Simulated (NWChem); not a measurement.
System: CH4AlO cation; SMILES [CH3][Al+][OH]

NWChem printed, in part:

```
             Northwest Computational Chemistry Package (NWChem) 7.3.0
             --------------------------------------------------------

 C1  symmetry detected

                             Geometry "geometry" -> ""
                             -------------------------

 Output coordinates in angstroms (scale by  1.889725989 to convert to a.u.)

  No.       Tag          Charge          X              Y              Z
 ---- ---------------- ---------- -------------- -------------- --------------
    1 Al                  13.0000     0.00166722    -0.08965484     0.00051641
    2 C                    6.0000    -0.00102904     1.81329367    -0.00033873
    3 H                    1.0000    -0.96800440     2.17850722     0.38130983
    4 H                    1.0000     0.14958747     2.18073906    -1.02790233
    5 H                    1.0000     0.81154035     2.18500756     0.64413874
    6 O                    8.0000    -0.00221923    -1.70026592    -0.00110370
    7 H                    1.0000     0.00913076    -2.65637561     0.00660247

 Effective nuclear repulsion energy (a.u.)      92.1815307350

                                 NWChem DFT Module
                                 -----------------

 Summary of "ao basis" -> "ao basis" (spherical)
 ------------------------------------------------------------------------------
       Tag                 Description            Shells   Functions and Types
 ---------------- ------------------------------  ------  ---------------------
 Al                         def2-svp                 8       18   4s3p1d
 C                          def2-svp                 6       14   3s2p1d
 H                          def2-svp                 3        5   2s1p
 O                          def2-svp                 6       14   3s2p1d

            General Information
            -------------------
          SCF calculation type: DFT
          Wavefunction type:  closed shell.
          No. of atoms     :     7
          No. of electrons :    30
           Alpha electrons :    15
            Beta electrons :    15
          Charge           :     1
          Spin multiplicity:     1
          Use of symmetry is: off; symmetry adaption is: off
          Maximum number of iterations: 150
          AO basis - number of functions:    66
                     number of shells:    32
          Convergence on energy requested:  1.00D-06
          Convergence on density requested:  1.00D-05
          Convergence on gradient requested:  5.00D-04

              XC Information
              --------------
                        MPW1K Method XC Functional
                     Hartree-Fock (Exact) Exchange  0.428
                        mPW91  Exchange Functional  0.572
                Perdew 1991 Correlation Functional  1.000 non-local
            Perdew 1991 LDA Correlation Functional  1.000 local

             Grid Information
             ----------------
          Grid used for XC integration:  medium
          Radial quadrature: Mura-Knowles
          Angular quadrature: Lebedev.
          Tag              B.-S. Rad. Rad. Pts. Rad. Cut. Ang. Pts.
          ---              ---------- --------- --------- ---------
          Al                  1.25       88           8.0       590
          C                   0.70       49          11.0       434
          H                   0.35       45          12.0       434
          O                   0.60       49          11.0       434
          Grid pruning is: on
          Number of quadrature shells:   366
          Spatial weights used:  Erf1

      Superposition of Atomic Density Guess
      -------------------------------------

 Sum of atomic energies:        -356.10449765

 Renormalizing density from      31.00 to     30

      Non-variational initial energy
      ------------------------------

 Total energy =    -349.681918
 1-e energy   =    -652.527956
 2-e energy   =     210.664507
 HOMO         =      -0.763416
 LUMO         =      -0.387334

     ---------------------------------------------
      Total Density - Mulliken Population Analysis
     ---------------------------------------------

    Atom       Charge   Shell Charges
 -----------   ------   -------------------------------------------------------
    1 Al  13    11.68   2.00  2.00  0.98  0.03  5.97  0.44  0.08  0.18
    2 C    6     6.64   1.99  1.03  0.21  2.27  1.13  0.01
    3 H    1     0.75   0.60  0.12  0.03
    4 H    1     0.75   0.60  0.12  0.03
    5 H    1     0.75   0.60  0.12  0.03
    6 O    8     8.86   1.99  1.16  0.56  3.50  1.64  0.00
    7 H    1     0.57   0.47  0.04  0.06

   convergence    iter        energy       DeltaE   RMS-Dens  Diis-err
 ---------------- ----- ----------------- --------- --------- ---------
 d= 0,ls=0.0,diis     1   -357.5549797714 -4.50D+02  2.16D-02  1.98D+00
 d= 0,ls=0.0,diis     2   -357.3987892412  1.56D-01  1.29D-02  3.38D+00
 d= 0,ls=0.0,diis     3   -357.7378913144 -3.39D-01  2.19D-03  4.77D-02
 d= 0,ls=0.0,diis     4   -357.7427181705 -4.83D-03  6.77D-04  4.03D-03
 d= 0,ls=0.0,diis     5   -357.7432166103 -4.98D-04  2.23D-04  2.01D-04
  Resetting Diis
 d= 0,ls=0.0,diis     6   -357.7432467705 -3.02D-05  2.69D-05  4.91D-06
 d= 0,ls=0.0,diis     7   -357.7432475869 -8.16D-07  6.39D-06  9.65D-08

         Total DFT energy =     -357.743247586913
      One electron energy =     -670.146698752210
           Coulomb energy =      254.159367103266
    Exchange-Corr. energy =      -33.937446672996
 Nuclear repulsion energy =       92.181530735027

 Numeric. integr. density =       30.000000397608

                       DFT Final Molecular Orbital Analysis
                       ------------------------------------

 Vector   13  Occ=2.000000D+00  E=-6.180058D-01
              MO Center=  1.9D-03, -1.6D+00,  2.1D-03, r^2= 8.8D-01
   Bfn.  Coefficient  Atom+Function         Bfn.  Coefficient  Atom+Function
  ----- ------------  ---------------      ----- ------------  ---------------
    51      0.508699  6 O  px                54      0.381816  6 O  px
    53      0.317118  6 O  pz                56      0.238021  6 O  pz
     8      0.093551  1 Al px                11      0.073321  1 Al px
    14     -0.063543  1 Al d -2              10      0.058319  1 Al pz
     5     -0.057379  1 Al px                13      0.045700  1 Al pz

 Vector   14  Occ=2.000000D+00  E=-6.179877D-01
              MO Center= -2.9D-03, -1.6D+00, -2.3D-03, r^2= 8.7D-01
   Bfn.  Coefficient  Atom+Function         Bfn.  Coefficient  Atom+Function
  ----- ------------  ---------------      ----- ------------  ---------------
    53      0.508989  6 O  pz                56      0.382048  6 O  pz
    51     -0.317304  6 O  px                54     -0.238168  6 O  px
    10      0.093594  1 Al pz                13      0.073363  1 Al pz
    15     -0.063587  1 Al d -1               8     -0.058344  1 Al px
     7     -0.057406  1 Al pz                11     -0.045741  1 Al px

 Vector   15  Occ=2.000000D+00  E=-6.079981D-01
              MO Center= -3.3D-03,  1.3D+00, -2.0D-03, r^2= 1.7D+00
   Bfn.  Coefficient  Atom+Function         Bfn.  Coefficient  Atom+Function
  ----- ------------  ---------------      ----- ------------  ---------------
     3      0.463719  1 Al s                 23     -0.427290  2 C  py
     2      0.244515  1 Al s                  9      0.230150  1 Al py
    26     -0.228481  2 C  py                 6     -0.133810  1 Al py
    33     -0.124420  3 H  s                 38     -0.123509  4 H  s
    43     -0.121303  5 H  s                 52     -0.091607  6 O  py

 Vector   16  Occ=0.000000D+00  E=-2.385388D-01
              MO Center=  1.1D-02,  5.3D-02,  3.1D-03, r^2= 3.7D+00
   Bfn.  Coefficient  Atom+Function         Bfn.  Coefficient  Atom+Function
  ----- ------------  ---------------      ----- ------------  ---------------
     4      0.871002  1 Al s                 21     -0.491342  2 C  s
     3      0.374954  1 Al s                 26      0.294513  2 C  py
    50     -0.288840  6 O  s                 23      0.260175  2 C  py
     2      0.235449  1 Al s                 20     -0.179551  2 C  s
    18      0.171997  1 Al d  2              49     -0.161101  6 O  s

 Vector   17  Occ=0.000000D+00  E=-1.964373D-01
              MO Center= -1.4D-02, -1.7D-02, -9.3D-03, r^2= 3.6D+00
   Bfn.  Coefficient  Atom+Function         Bfn.  Coefficient  Atom+Function
  ----- ------------  ---------------      ----- ------------  ---------------
    13      0.551042  1 Al pz                11      0.516860  1 Al px
    10      0.304083  1 Al pz                 8      0.285213  1 Al px
    44     -0.219782  5 H  s                 56     -0.166538  6 O  pz
    54     -0.156190  6 O  px                53     -0.147766  6 O  pz
     7     -0.146139  1 Al pz                43     -0.145010  5 H  s

 Vector   18  Occ=0.000000D+00  E=-1.963843D-01
              MO Center=  9.6D-03, -1.7D-02,  8.5D-03, r^2= 3.6D+00
   Bfn.  Coefficient  Atom+Function         Bfn.  Coefficient  Atom+Function
  ----- ------------  ---------------      ----- ------------  ---------------
    11      0.551275  1 Al px                13     -0.517066  1 Al pz
     8      0.304075  1 Al px                10     -0.285211  1 Al pz
    34      0.205816  3 H  s                 39     -0.173897  4 H  s
    54     -0.166584  6 O  px                56      0.156270  6 O  pz
    51     -0.147796  6 O  px                 5     -0.146136  1 Al px

     ---------------------------------------------
      Total Density - Mulliken Population Analysis
     ---------------------------------------------

    Atom       Charge   Shell Charges
 -----------   ------   -------------------------------------------------------
    1 Al  13    11.89   2.00  1.99  0.88 -0.01  5.93  0.68  0.18  0.24
    2 C    6     6.45   1.99  0.88  0.33  2.09  1.17  0.01
    3 H    1     0.83   0.70  0.11  0.03
    4 H    1     0.83   0.70  0.11  0.03
    5 H    1     0.83   0.70  0.11  0.03
    6 O    8     8.40   1.99  1.03  0.65  2.93  1.80  0.00
    7 H    1     0.76   0.65  0.03  0.07

     -------------------------------------------
      Total Density - Lowdin Population Analysis
     -------------------------------------------

    Atom       Charge   Shell Charges
 -----------   ------   -------------------------------------------------------
    1 Al  13    11.99   2.00  1.93  0.55  0.18  5.81  0.79  0.37  0.35
    2 C    6     6.28   1.97  0.58  0.35  1.87  1.48  0.04
    3 H    1     0.91   0.60  0.23  0.07
    4 H    1     0.91   0.60  0.23  0.07
    5 H    1     0.91   0.60  0.23  0.07
    6 O    8     8.15   1.97  0.83  0.56  2.75  2.04  0.00
    7 H    1     0.85   0.52  0.15  0.19

     Multipole analysis of the density
     ---------------------------------

     L   x y z        total         alpha         beta         nuclear
     -   - - -        -----         -----         ----         -------
     0   0 0 0      1.000000    -15.000000    -15.000000     31.000000

     1   1 0 0      0.012987      0.006494      0.006494      0.000000
     1   0 1 0      0.024584      0.012292      0.012292      0.000000
     1   0 0 1      0.007301      0.003650      0.003650      0.000000

     2   2 0 0    -14.071016     -9.924806     -9.924806      5.778596
     2   1 1 0     -0.054522      0.002341      0.002341     -0.059205
     2   1 0 1      0.000243      0.000181      0.000181     -0.000118
     2   0 2 0     -7.612466   -118.601733   -118.601733    229.590999
     2   0 1 1     -0.036338      0.000161      0.000161     -0.036660
     2   0 0 2    -14.072435     -9.923338     -9.923338      5.774242
```

Level: MPW1K/def2-SVP. The geometry was optimised at PBE0/def2-SVP.

Task: Write an input that gives this output.

Result: This is not unique; one that fits is the input that was run:
```
start job
memory heap 200 mb stack 900 mb global 1100 mb
charge 1
geometry units angstroms noautoz
  Al     0.016923    -0.075713    -0.004261
  C      0.017306     1.827232    -0.008863
  H     -0.202604     2.196143     1.005840
  H     -0.752550     2.193394    -0.706599
  H      1.005275     2.196537    -0.327175
  O      0.011221    -1.686301     0.003458
  H      0.022634    -2.642439     0.001508
end
basis spherical
  Al library def2-svp
  C library def2-svp
  H library def2-svp
  O library def2-svp
end
dft
  xc mpw1k
  iterations 150
  mulliken
end
task dft energy
```
